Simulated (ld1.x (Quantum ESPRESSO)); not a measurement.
**palladium, PAW: configuration errors across variants**

ld1.x (Quantum ESPRESSO) 7.5 input, shortened:

```
&input
   title='Pd', zed=46., rel=1, dft='PZ', iswitch=3,
   config='[Kr] 4d10 4f-2 5s0 5p0'
 /
 &inputp
   pseudotype=3, lpaw=.true., tm=.true., lloc=-1, rcloc=1.50,
   nlcc=.true., new_core_ps=.true., rcore=1.35,
   which_augfun='BESSEL', rmatch_augfun=1.20
 /
8
5S  1  0   0.00   0.00  2.30  2.70  0.0
5S  1  0   0.00   0.05  2.30  2.70  0.0
5P  2  1   0.00   0.00  2.05  2.75  0.0
5P  2  1   0.00   0.60  2.05  2.75  0.0
4D  3  2  10.00   0.00  1.30  1.75  0.0
4D  3  2   0.00   1.15  1.30  1.75  0.0
4F  4  3  -2.00   0.45  2.20  2.55  0.0
4F  4  3  -2.00   1.35  2.20  2.55  0.0
 &test
   configts(1)='4d10 5s0 5p0'
 /
```

All-electron excitation energies from the reference (eV): (1) 4d9 5s0 5p0 9.389; (2) 4d8 5s0 5p0 30.470; (3) 4d7 5s0 5p0 65.065; (4) 4d9 5s1 5p0 1.436; (5) 4d8 5s1 5p0 13.796; (6) 4d9.5 5s0 5p0 3.370; (7) 4d9 5s0 5p1 5.318; (8) 4d9 5s0 5p0 spin 9.244; (9) 4d8 5s0 5p0 spin 29.835.

Spin tests fill each open shell by Hund’s rule, majority spin first.

A true bound ghost makes a file unfit for plane-wave use even where its test errors are small: the radial tests pick states by their node count and pass the ghost by.

Errors AE − PS in meV (a dash: test not solved or not reliable):

| change | (1) | (2) | (3) | (4) | (5) | (6) | (7) | (8) | (9) | bound ghosts |
| --- | --- | --- | --- | --- | --- | --- | --- | --- | --- | --- |
| base | -18 | -146 | -540 | -8.8 | -94 | -2.7 | -19 | -18 | -146 | s, p |
| wave 4d channel at 1.15 Ry: rcut 1.30, rcutus 1.75 bohr becomes 4d channel at -0.19 Ry: rcut 1.30, rcutus 1.75 bohr | -17 | -141 | -527 | -21 | -126 | -2.6 | -19 | -17 | -141 | s, p |
| wave 4d channel at 1.15 Ry: rcut 1.30, rcutus 1.75 bohr becomes 4d channel at -0.04 Ry: rcut 1.30, rcutus 1.75 bohr | -18 | -144 | -537 | -21 | -126 | -2.6 | -19 | -18 | -144 | s, p |
| wave 4d channel at 1.15 Ry: rcut 1.30, rcutus 1.75 bohr becomes 4d channel at 0.47 Ry: rcut 1.30, rcutus 1.75 bohr | -18 | -146 | -541 | -18 | -115 | -2.7 | -19 | -18 | -146 | s, p |
| wave 4d channel at 1.15 Ry: rcut 1.30, rcutus 1.75 bohr becomes 4d channel at 1.37 Ry: rcut 1.30, rcutus 1.75 bohr | -18 | -146 | -540 | -6.2 | -89 | -2.7 | -19 | -18 | -146 | s, p |
| wave 4d channel at 1.15 Ry: rcut 1.30, rcutus 1.75 bohr becomes 4d channel at 2.49 Ry: rcut 1.30, rcutus 1.75 bohr | -17 | -144 | -541 | -7.5 | -99 | -2.5 | -21 | -17 | -144 | s, p |
| wave 4d channel at 1.15 Ry: rcut 1.30, rcutus 1.75 bohr becomes 4d channel at 6.66 Ry: rcut 1.30, rcutus 1.75 bohr | -15 | -131 | -502 | -19 | -111 | -2.1 | -19 | -15 | -131 | s, p |

Problem. Give the same row for: wave 4d channel at 1.15 Ry: rcut 1.30, rcutus 1.75 bohr becomes 4d channel at 0.12 Ry: rcut 1.30, rcutus 1.75 bohr.

Solution. -18, -145, -540, -20, -123, -2.6, -19, -18, -145; bound ghosts: s, p.
